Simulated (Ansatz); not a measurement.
The Si4–H5 bond of BeH4OSi (SMILES [BeH][O][SiH3]) is stretched (multiplicity 1, the rest rigid).
Geometry at rest (charge 0, multiplicity 1):
```xyz
7

Be    -1.57329    -0.93057     1.03196
H     -2.56627    -1.51790     1.68328
O     -0.52198    -0.30874     0.34238
Si     0.70039     0.41427    -0.45940
H      0.79021    -0.12988    -1.83414
H      1.97927     0.16603     0.24550
H      0.46032     1.87422    -0.52988
```

Cores are frozen in the correlated methods.

The values were computed with Ansatz (a first-principles code) with Gaussian orbitals. 

Energies above the point at 1.481 Å (the B3LYP-D3(BJ) bond length), FIC-MRCISD+Q on CASSCF(2,2)/cc-pV(T+d)Z (kcal/mol): 5.60 at 1.333 Å; 3.78 at 1.629 Å; 96.95 at 4.740 Å.

Task: Take the last value as the depth D of a Morse curve D(1 − e^(−a(R − R₀)))², fit a and R₀ to the two near points, and test it at 2.000 and 2.592 Å.

Result: 
With D = 96.9, both near points (counted from the curve's value at 1.481 Å) are met by a = 1.47 Å⁻¹ and R₀ = 1.480 Å, so k = 2Da² = 419 kcal/(mol Å²). The curve then gives 27.7 and 62.8 kcal/mol; the level itself gives 28.3 and 67.4, so Morse is off by -0.7 and -4.5.
